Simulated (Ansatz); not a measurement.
Species: CHS, net charge 0, doublet state. It need not be the lowest isomer of its formula. 
Coordinates optimised at B3LYP-D3(BJ)/def2-TZVP (Ansatz, an electronic-structure program):
```xyz
3

C     -0.0347    -0.0198    -1.0508
S     -0.0314    -0.0093     0.5059
H      0.7107     0.2677    -1.7901
```
Charge 0, spin multiplicity 2.

Total electronic energies in hartree. Correlated levels leave the core frozen unless marked. Open shells are spin-unrestricted. No spin-orbit coupling. Non-relativistic unless marked X2C. CBS(X,Y): correlation extrapolated as X^-3; Hartree-Fock from the larger set. [CCSD(T)-MP2]/basis is that difference in the basis named.

The UHF reference is spin-contaminated (<S^2> 0.25 over the pure value in the largest basis). The T1 diagnostic of CCSD in the largest basis is 0.060, which is high, so the coupled-cluster rows are less sure than usual.

```
level                                                               program  energy (Eh)
-----------------------------------------------------------  --------------  -----------
HF/cc-pV(Q+d)Z                                                       Ansatz   -435.94200
RI-HF/def2-QZVPPD                                                    Ansatz   -435.94279
LC-wPBE-D4/def2-TZVPD                                        Ansatz + dftd4            …
MP2/cc-pV(T+d)Z                                                      Ansatz   -436.22583
MP2/aug-cc-pV(Q+d)Z                                                  Ansatz   -436.25743
CCSD/aug-cc-pV(Q+d)Z                                                 Ansatz   -436.28982
X2C-CCSD(T)/cc-pVTZ-DK                                               Ansatz   -437.37293
RI-MP2/CBS(def2-TZVPPD,def2-QZVPPD)+[CCSD(T)-MP2]/def2-SVPD          Ansatz    -436.3202
CCSD(T)/CBS(aug-cc-pV(T+d)Z,aug-cc-pV(Q+d)Z)                         Ansatz    -436.3237
```

### Question
What belongs in the gaps?

### Answer

- LC-wPBE-D4/def2-TZVPD, energy (Eh): -436.68220
